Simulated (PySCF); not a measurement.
Si(F)2(Me)(SH) (CH4F2SSi), SMILES C[Si](F)(F)S.

Coordinates come from a B3LYP-D3(BJ)/def2-SVP optimisation. One conformer was computed; it need not be the lowest.

The numbers are results of PBE/def2-TZVP (PySCF), not measurements.

Gas-phase values at a fixed geometry.

Question: Estimate the frontier levels, gap, dipole moment and polarisability. (The exact figures need the calculation; the answer reports its results.)

Answer: 
- highest occupied level: -6.71 eV
- lowest empty level: -0.87 eV
- orbital gap: 5.84 eV
- dipole moment: 2.64 D
- quadrupole, principal values (traceless, Buckingham form, about the centre of nuclear charge): -4.87, 2.26, 2.61 D·Å
- mean static polarisability: 54.8 bohr³ (8.12 Å³)
- polarisability, principal values: 47.1, 51.2, 66.2 bohr³
